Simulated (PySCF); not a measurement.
`N#C[C@]1(F)CCNC[SiH2]1`: 4 charge schemes on one density

Compound: C₅H₉FN₂Si.
Structure used (GFN2-xTB), in Å, numbered top down from 1:
```
atom  x, y, z in Å
N1    -1.700    1.097    2.361
C2    -1.490    0.927    1.250
C3    -1.150    0.721   -0.133
F4    -2.114    1.353   -0.934
C5    -1.138   -0.771   -0.467
C6    -0.014   -1.512    0.277
N7     1.331   -1.166   -0.121
C8     1.738    0.188    0.234
Si9    0.580    1.527   -0.498
H10   -1.000   -0.878   -1.547
H11   -2.103   -1.214   -0.206
H12   -0.136   -2.587    0.110
H13   -0.103   -1.325    1.352
H14    1.450   -1.319   -1.118
H15    2.770    0.317   -0.092
H16    1.743    0.243    1.327
H17    0.656    2.828    0.154
H18    0.671    1.578   -1.959
```

Density: PBE0/pcSseg-1 (PySCF); schemes: Mulliken, IAO, Hirshfeld and ESP-fitted. Geometry: GFN2-xTB, one conformer, isolated molecule.

At which atom do the 4 schemes differ most?

At N7: from -0.648 (ESP-fitted) to -0.161 e (Hirshfeld), 0.487 e apart.

Do the Mulliken, IAO, Hirshfeld and ESP-fitted schemes agree on where the charge is lowest?

The schemes don't all agree: Mulliken N7 (-0.471); IAO C8 (-0.430); Hirshfeld N1 (-0.208); ESP-fitted N7 (-0.648).

Tabulate the Mulliken, IAO, Hirshfeld and ESP-fitted charges.

In e:

| atom | environment | Mulliken | IAO | Hirshfeld | ESP-fitted |
| --- | --- | --- | --- | --- | --- |
| N1 | nitrile nitrogen | -0.236 | -0.231 | -0.208 | -0.486 |
| C2 | nitrile carbon | +0.150 | +0.121 | +0.073 | +0.461 |
| C3 | sp3 C–F carbon | -0.122 | +0.026 | +0.033 | -0.009 |
| F4 | alkyl fluorine | -0.319 | -0.317 | -0.110 | -0.215 |
| C5 | ring CH2 carbon | -0.172 | -0.282 | -0.081 | -0.230 |
| C6 | sp3 carbon bound to nitrogen | -0.074 | -0.158 | -0.024 | -0.066 |
| N7 | secondary amine nitrogen | -0.471 | -0.395 | -0.161 | -0.648 |
| C8 | sp3 carbon bound to nitrogen | -0.330 | -0.430 | -0.113 | -0.242 |
| Si9 | SiH2 silicon | +0.633 | +0.724 | +0.335 | +0.387 |
| H10 | methylene hydrogen | +0.139 | +0.145 | +0.044 | +0.142 |
| H11 | methylene hydrogen | +0.140 | +0.154 | +0.049 | +0.109 |
| H12 | methylene hydrogen | +0.136 | +0.154 | +0.051 | +0.110 |
| H13 | methylene hydrogen | +0.142 | +0.145 | +0.042 | +0.148 |
| H14 | N–H hydrogen | +0.176 | +0.237 | +0.109 | +0.377 |
| H15 | methylene hydrogen | +0.146 | +0.159 | +0.048 | +0.141 |
| H16 | methylene hydrogen | +0.156 | +0.157 | +0.046 | +0.163 |
| H17 | Si–H hydrogen | -0.049 | -0.100 | -0.063 | -0.080 |
| H18 | Si–H hydrogen | -0.045 | -0.110 | -0.069 | -0.061 |

Mean size of the charges over all atoms: ESP-fitted 0.226 e, IAO 0.225 e, Mulliken 0.202 e, Hirshfeld 0.092 e. Each set sums to the total charge, 0, to within 0.001 e. The ESP scheme is a least-squares fit of atom-centred charges to the potential on four shells outside the van der Waals surface, with the total charge fixed.

Sum the charges by element, for elements with more than one atom.

```csv
element,atoms,Mulliken,IAO,Hirshfeld,ESP-fitted
N,2,-0.707,-0.626,-0.369,-1.134
C,5,-0.547,-0.723,-0.111,-0.086
H,9,+0.940,+0.942,+0.255,+1.048
```

How many electrons does the IAO scheme count on C2?

Z − q = 6 − (+0.121) = 5.879.

How closely do the schemes follow one another over all atoms?

Correlation coefficient and root-mean-square difference: Mulliken with IAO 0.97, 0.066 e; IAO with Hirshfeld 0.95, 0.166 e; Mulliken with Hirshfeld 0.93, 0.145 e; Mulliken with ESP-fitted 0.88, 0.135 e; Hirshfeld with ESP-fitted 0.87, 0.189 e; IAO with ESP-fitted 0.84, 0.157 e.

These values come from a run that also computed NMR shieldings. On Intel Xeon at 2.50 GHz, one thread, no GPU, on a shared host, this took 2.2 min of wall time (with the writing of density and orbital grids) and 0.90 GiB of memory at its peak.
